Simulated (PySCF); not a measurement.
## Continuum solvent and chemical shifts

Geometry (Å), atoms numbered from 1 in this order:
```xyz
22

C     3.4640    0.3270   -0.0099
O     2.0795    0.1067   -0.2074
C     1.3469   -0.0594    0.9033
O     1.8202   -0.0253    2.0092
C    -0.1155   -0.2447    0.5857
C    -0.3705   -1.3463   -0.4445
C    -1.7909   -1.3445   -0.9229
C    -2.6354   -0.3262   -0.7274
C    -2.2428    0.9442   -0.0352
C    -0.7321    1.0773    0.1104
H     3.9228   -0.5160    0.5277
H     3.6357    1.2420    0.5762
H     3.9066    0.4265   -1.0080
H    -0.5841   -0.5250    1.5421
H     0.3167   -1.2190   -1.2997
H    -0.1249   -2.3302   -0.0096
H    -2.1386   -2.2358   -1.4555
H    -3.6673   -0.4088   -1.0849
H    -2.6440    1.8096   -0.5894
H    -2.7281    0.9856    0.9583
H    -0.4826    1.8878    0.8130
H    -0.2825    1.3416   -0.8613
```

GIAO PBE0/pcSseg-1 in PySCF on one PBE0-D3(BJ)/def2-SVP conformer, non-relativistic, equivalent nuclei averaged. Solvents enter as an IEF-PCM continuum (acetone with ε = 20.5) around the gas-phase geometry. Shifts are referred to TMS computed in the same medium.

Gas phase, δ in ppm: C3 180.1, C8 135.2, C7 134.5, C1 52.1, C5 42.9, C6 30.1, C10 28.3, C9 28.0, H17 5.91, H18 5.89, H11/H12/H13 3.58, H15 2.36, H14 2.18, H20 2.13. Dipole moment 1.90 D.

**Question.** How does each δ change in the continuum?

**Answer.** 
```
      atoms                              environment  Δδ, acetone
         C3                    ester carbonyl carbon         +4.4
         C8                                alkene CH         +1.9
         C7                                alkene CH         +0.9
         C1                methyl carbon bonded to O         +1.2
         C5                   sp3 CH α to a carbonyl         +1.5
         C6                          allylic sp3 CH2         +0.8
        C10                        sp3 CH2 in a ring         +0.9
         C9                          allylic sp3 CH2         +0.7
        H17                 hydrogen on an alkene CH        +0.11
        H18                 hydrogen on an alkene CH        +0.14
H11/H12/H13  hydrogen on a methyl carbon bonded to O        +0.12
        H15           hydrogen on an allylic sp3 CH2        -0.05
        H14    hydrogen on an sp3 CH α to a carbonyl        -0.01
        H20           hydrogen on an allylic sp3 CH2        +0.05
```

Changes are relative to the gas phase. The dipole moment becomes 2.32 D in acetone.

**Question.** Which nuclei move most (in ppm), and what does the model miss?

**Answer.** C3 (ester carbonyl carbon, +4.4 ppm) in acetone. A continuum only polarises the solute; specific hydrogen bonds, the anisotropy of aromatic solvents and changes of geometry or conformer are outside it.
